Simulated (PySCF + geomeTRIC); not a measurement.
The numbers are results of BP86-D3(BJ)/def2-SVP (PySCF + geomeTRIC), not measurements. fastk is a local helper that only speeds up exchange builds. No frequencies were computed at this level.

```python
import json, numpy as np
from pyscf import gto, dft
from fastk import lowrank_exchange
atoms = """
Mo    -0.147826     0.019528    -0.116594
C      1.383905     1.382812     0.704787
H      0.846134     2.107001     1.329382
H      1.865370     1.943687    -0.103966
H      2.186974     0.983489     1.319047
C      1.713695    -1.168490    -0.170318
H      2.388486    -1.150165     0.681746
H      2.288115    -0.797343    -1.028379
H      1.488281    -2.223707    -0.360546
C     -0.353898    -1.150534    -1.930078
H     -1.207744    -0.699021    -2.459080
H     -0.630002    -2.194408    -1.728902
H      0.471787    -1.177754    -2.647840
C     -2.180281    -0.323934     0.553968
H     -2.431569    -1.252396     1.075440
H     -2.785672    -0.313721    -0.365852
H     -2.552852     0.498116     1.180273
C      0.114686    -0.662482     1.967857
H      1.098575    -0.623082     2.428314
H     -0.193887    -1.715267     1.985686
H     -0.558963    -0.113665     2.635251
C     -0.605865     1.910409    -1.071236
H     -1.586163     1.751386    -1.547493
H      0.095046     2.161507    -1.878407
H     -0.706336     2.808041    -0.453048
"""
def scf(charge, spin, dm0=None):
    mol = gto.M(atom=atoms, basis='def2-svp', ecp={'Mo': 'def2-svp'}, charge=charge, spin=spin, verbose=3, max_memory=3360)
    mf = dft.KS(mol, xc='bp86').density_fit(auxbasis="def2-universal-jkfit")
    mf.disp = 'd3bj'
    mf.grids.level = 3
    mf.conv_tol = 1e-8
    mf.max_cycle = 120
    mf.level_shift = 0.25
    mf.kernel(dm0)
    if not mf.converged:
        mf = mf.newton().run(mf.mo_coeff, mf.mo_occ).undo_soscf()
    return mf
mf = scf(0, 0)
from pyscf.geomopt.geometric_solver import kernel as optimize
path = []
done, mol = optimize(mf, maxsteps=120, assert_convergence=False, callback=lambda env: path.append((env["energy"], bool(env["g_scanner"].converged))))
res = dict(converged=bool(done and path[-1][1]), energy=path[-1][0], path=[e for e, c in path], xyz=mol.atom_coords(unit="Angstrom").tolist(), nao=mol.nao)
json.dump(res, open("result.json", "w"))
```

Output:

```
converged SCF energy = -307.519386720568
Geometry optimization cycle 1
converged SCF energy = -307.519386719603
cycle 1: E = -307.51938672  dE = -307.519  norm(grad) = 0.0569445
Geometry optimization cycle 2
converged SCF energy = -307.527024832328
cycle 2: E = -307.527024832  dE = -0.00763811  norm(grad) = 0.0289478
Geometry optimization cycle 3
converged SCF energy = -307.528526134482
cycle 3: E = -307.528526134  dE = -0.0015013  norm(grad) = 0.0111358
Geometry optimization cycle 4
converged SCF energy = -307.528718502703
cycle 4: E = -307.528718503  dE = -0.000192368  norm(grad) = 0.00467032
Geometry optimization cycle 5
converged SCF energy = -307.52881505253
cycle 5: E = -307.528815053  dE = -9.65498e-05  norm(grad) = 0.00385333
Geometry optimization cycle 6
converged SCF energy = -307.528841940103
cycle 6: E = -307.52884194  dE = -2.68876e-05  norm(grad) = 0.00151979
Geometry optimization cycle 7
converged SCF energy = -307.528857175145
cycle 7: E = -307.528857175  dE = -1.5235e-05  norm(grad) = 0.000762616
Geometry optimization cycle 8
converged SCF energy = -307.528864308505
cycle 8: E = -307.528864309  dE = -7.13336e-06  norm(grad) = 0.00105201
Geometry optimization cycle 9
converged SCF energy = -307.528871029551
cycle 9: E = -307.52887103  dE = -6.72105e-06  norm(grad) = 0.00111059
Geometry optimization cycle 10
converged SCF energy = -307.52887974961
cycle 10: E = -307.52887975  dE = -8.72006e-06  norm(grad) = 0.000785292
Geometry optimization cycle 11
converged SCF energy = -307.528883789503
cycle 11: E = -307.52888379  dE = -4.03989e-06  norm(grad) = 0.000519638
Geometry optimization cycle 12
converged SCF energy = -307.528885745683
cycle 12: E = -307.528885746  dE = -1.95618e-06  norm(grad) = 0.000350349
Geometry optimization cycle 13
converged SCF energy = -307.528887427713
cycle 13: E = -307.528887428  dE = -1.68203e-06  norm(grad) = 0.000431253
Geometry optimization cycle 14
converged SCF energy = -307.528890110504
cycle 14: E = -307.528890111  dE = -2.68279e-06  norm(grad) = 0.000573348
Geometry optimization cycle 15
converged SCF energy = -307.528892391573
cycle 15: E = -307.528892392  dE = -2.28107e-06  norm(grad) = 0.000549961
Geometry optimization cycle 16
converged SCF energy = -307.528893656762
cycle 16: E = -307.528893657  dE = -1.26519e-06  norm(grad) = 0.000428544
Geometry optimization cycle 17
converged SCF energy = -307.528894485054
cycle 17: E = -307.528894485  dE = -8.28292e-07  norm(grad) = 0.000379857
Geometry optimization cycle 18
converged SCF energy = -307.52889459932
cycle 18: E = -307.528894599  dE = -1.14266e-07  norm(grad) = 0.000441727
Geometry optimization cycle 19
converged SCF energy = -307.528895040181
cycle 19: E = -307.52889504  dE = -4.40861e-07  norm(grad) = 0.000354054
Geometry optimization cycle 20
converged SCF energy = -307.528895535166
cycle 20: E = -307.528895535  dE = -4.94985e-07  norm(grad) = 0.00017655
<class 'geometric.internal.Distance'> : 24
<class 'geometric.internal.Angle'> : 45
<class 'geometric.internal.OutOfPlane'> : 6
<class 'geometric.internal.Dihedral'> : 90
<class 'geometric.internal.TranslationX'> : 1
<class 'geometric.internal.TranslationY'> : 1
<class 'geometric.internal.TranslationZ'> : 1
<class 'geometric.internal.RotationA'> : 1
<class 'geometric.internal.RotationB'> : 1
<class 'geometric.internal.RotationC'> : 1
Step    0 : Gradient = 1.139e-02/1.525e-02 (rms/max) Energy = -307.5193867196
Step    1 : Displace = 8.263e-02/1.152e-01 (rms/max) Trust = 1.000e-01 (=) Grad = 5.790e-03/1.350e-02 (rms/max) E (change) = -307.5270248323 (-7.638e-03) Quality = 0.769
Step    2 : Displace = 2.838e-02/3.646e-02 (rms/max) Trust = 1.414e-01 (+) Grad = 2.227e-03/6.178e-03 (rms/max) E (change) = -307.5285261345 (-1.501e-03) Quality = 0.946
Step    3 : Displace = 1.400e-02/3.020e-02 (rms/max) Trust = 2.000e-01 (+) Grad = 9.341e-04/2.659e-03 (rms/max) E (change) = -307.5287185027 (-1.924e-04) Quality = 0.947
Step    4 : Displace = 1.279e-02/1.712e-02 (rms/max) Trust = 2.828e-01 (+) Grad = 7.707e-04/1.225e-03 (rms/max) E (change) = -307.5288150525 (-9.655e-05) Quality = 0.779
Step    5 : Displace = 3.802e-03/6.722e-03 (rms/max) Trust = 3.000e-01 (+) Grad = 3.040e-04/5.423e-04 (rms/max) E (change) = -307.5288419401 (-2.689e-05) Quality = 1.412
Step    6 : Displace = 5.701e-03/8.242e-03 (rms/max) Trust = 3.000e-01 (=) Grad = 1.525e-04/2.518e-04 (rms/max) E (change) = -307.5288571751 (-1.524e-05) Quality = 1.290
Step    7 : Displace = 5.589e-03/8.934e-03 (rms/max) Trust = 3.000e-01 (=) Grad = 2.104e-04/4.087e-04 (rms/max) E (change) = -307.5288643085 (-7.133e-06) Quality = 1.262
Step    8 : Displace = 6.019e-03/8.740e-03 (rms/max) Trust = 3.000e-01 (=) Grad = 2.221e-04/5.307e-04 (rms/max) E (change) = -307.5288710296 (-6.721e-06) Quality = 1.553
Step    9 : Displace = 1.103e-02/1.721e-02 (rms/max) Trust = 3.000e-01 (=) Grad = 1.571e-04/3.475e-04 (rms/max) E (change) = -307.5288797496 (-8.720e-06) Quality = 1.223
Step   10 : Displace = 5.803e-03/9.203e-03 (rms/max) Trust = 3.000e-01 (=) Grad = 1.039e-04/2.463e-04 (rms/max) E (change) = -307.5288837895 (-4.040e-06) Quality = 1.241
Step   11 : Displace = 2.239e-03/4.114e-03 (rms/max) Trust = 3.000e-01 (=) Grad = 7.007e-05/1.494e-04 (rms/max) E (change) = -307.5288857457 (-1.956e-06) Quality = 1.183
Step   12 : Displace = 1.582e-03/2.779e-03 (rms/max) Trust = 3.000e-01 (=) Grad = 8.625e-05/1.826e-04 (rms/max) E (change) = -307.5288874277 (-1.682e-06) Quality = 1.316
Step   13 : Displace = 3.340e-03/6.440e-03 (rms/max) Trust = 3.000e-01 (=) Grad = 1.147e-04/2.685e-04 (rms/max) E (change) = -307.5288901105 (-2.683e-06) Quality = 1.160
Step   14 : Displace = 3.636e-03/7.487e-03 (rms/max) Trust = 3.000e-01 (=) Grad = 1.100e-04/2.824e-04 (rms/max) E (change) = -307.5288923916 (-2.281e-06) Quality = 1.087
Step   15 : Displace = 3.006e-03/6.353e-03 (rms/max) Trust = 3.000e-01 (=) Grad = 8.571e-05/2.580e-04 (rms/max) E (change) = -307.5288936568 (-1.265e-06) Quality = 0.741
Step   16 : Displace = 1.822e-03/3.702e-03 (rms/max) Trust = 3.000e-01 (=) Grad = 7.597e-05/2.111e-04 (rms/max) E (change) = -307.5288944851 (-8.283e-07) Quality = 0.682
Step   17 : Displace = 1.821e-03/3.883e-03 (rms/max) Trust = 3.000e-01 (=) Grad = 8.835e-05/1.818e-04 (rms/max) E (change) = -307.5288945993 (-1.143e-07) Quality = 0.081
Step   18 : Displace = 9.965e-04/1.806e-03 (rms/max) Trust = 9.104e-04 (-) Grad = 7.081e-05/1.428e-04 (rms/max) E (change) = -307.5288950402 (-4.409e-07) Quality = 0.378
Step   19 : Displace = 9.082e-04/1.711e-03 (rms/max) Trust = 9.104e-04 (=) Grad = 3.531e-05/9.410e-05 (rms/max) E (change) = -307.5288955352 (-4.950e-07) Quality = 0.323
Converged! =D
```

Cost: around 21 core-minutes (rough).
